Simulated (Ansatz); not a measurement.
Ansatz results at the PBE0-D4/def2-TZVP geometry: HOMO–LUMO gap (ωB97M-V/def2-TZVPP) 12.80 eV; HOMO energy (PBE/def2-TZVPP) -6.89 eV; size of the dipole moment (B3LYP/def2-TZVPP) 2.96 D.

Each molecule was computed in one conformer, which needn't be the lowest.

**Question.** Which molecule gave them?
A. `CO[Si](O)(O)O[SiH3]`
B. `O[SiH2][GeH2][OH]`
C. `CO[SiH](O)O[SiH2]O`
D. `N[SiH2]O[SiH2]N`

**Answer.** C. The others give `CO[Si](O)(O)O[SiH3]`: 12.58, -6.78, 1.33; `O[SiH2][GeH2][OH]`: 10.84, -6.56, 1.67; `N[SiH2]O[SiH2]N`: 12.09, -6.17, 2.41.

B3LYP here is the variant with VWN-RPA as its local correlation; programs differ in this.
